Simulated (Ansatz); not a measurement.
Isolated molecules relaxed with PBE0-D4/def2-TZVP in Ansatz; ΔE leaves out vibrations. CCSD(T)/CBS adds triple-zeta CCSD(T) − MP2 to the extrapolated MP2 energy (def2 sets, frozen cores). This one scheme is used for every species. Double bonds are as drawn, so ΔE can hold a change between cis and trans. DFT in def2-TZVPP. B3LYP here is the variant with VWN-RPA as its local correlation; programs differ in this. Each species was taken in one conformer, which may not be the lowest.

Consider the formal exchange of groups at a C–Si bond: `N/C=C/[SiH3]` + `[SiH3]Cl` → `N/C=C/[SiH2]Cl` + SiH₄.

```tsv
level	ΔE (kJ/mol)
PBE-D4	-16.9
ωB97X-V	-15.1
ωB97M-V	-15.7
B3LYP	-14.3
HF/def2-TZVPP	-12.3
MP2/def2-TZVPP	-15.7
CCSD(T)/def2-TZVPP	-14.5
MP2/CBS(def2)	-15.6
```

(1) What does CCSD(T)/CBS give? (Estimate.)

Largest T1 diagnostic among the species: 0.012.

## Answers

(1) The calculation gave: -14.4 kJ/mol. The listed levels differ from it by -2.5, -0.7, -1.3, 0.1, 2.1, -1.3, -0.1, -1.2 kJ/mol.
